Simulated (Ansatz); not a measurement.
# IF (iodine monofluoride): the vertical energy of the triplet above the singlet from total energies

The species is IF (2 atoms), meant as a singlet with charge 0. As SMILES, `FI`. Geometry: the measured bond length.

```xyz
2

F     0.0000    0.0000    0.0000
I     0.0000    0.0000    1.9098
```

Both states at this one shape; open shells run unrestricted unless said. 1 Eh = 27.2114 eV.

| level | program | singlet IF (Eh) | triplet IF (Eh) |
| --- | --- | --- | --- |
| HF/STO-3G | Ansatz | -6948.664932 | -6948.541126 |
| PBE/STO-3G | Ansatz | -6950.431220 | -6950.321475 |

**Question.** Work out the vertical gap, second state less first, at each level.

**Answer.** 
1. HF/STO-3G: -6948.541126 − (-6948.664932) = 0.123806 Eh = 3.37 eV.
2. PBE/STO-3G: -6950.321475 − (-6950.431220) = 0.109745 Eh = 2.99 eV.

No measured value is set beside it here; the levels span 2.99 to 3.37 eV. Spin-orbit coupling, which splits open shells on such heavy atoms by tenths of an eV, is left out. Minimal sets are far from the basis-set limit. All-electron rows are non-relativistic unless named.
